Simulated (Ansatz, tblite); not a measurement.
Cost and result up the ladder for `CC1(C)c2ccccc2-c2ccccc21` (29 atoms). The state is a singlet with charge 0. Geometry: PBE0-D4/def2-SVP.

Ansatz on 4 threads of Arm Neoverse V1 on a shared host; xTB runs through tblite on one thread. Times are rough, summed over both states, and most runs start from the orbitals of an earlier one. PBE0-D4/def2-SVP serves as the yardstick here, not as an exact answer. The other state is a doublet.

The xTB rows come from tblite.

Raw xTB energies of ions are shifted by several eV.

```csv
level,functions,wall time,vertical IE (eV),difference from PBE0-D4/def2-SVP (eV)
GFN2-xTB,74,0.035 s,12.60,4.83
GFN1-xTB,88,0.046 s,13.52,5.75
PBE-D4/def2-SVP,280,20 s,7.64,-0.14
PBE0-D4/def2-SVP,280,68 s,7.78,0.00
```
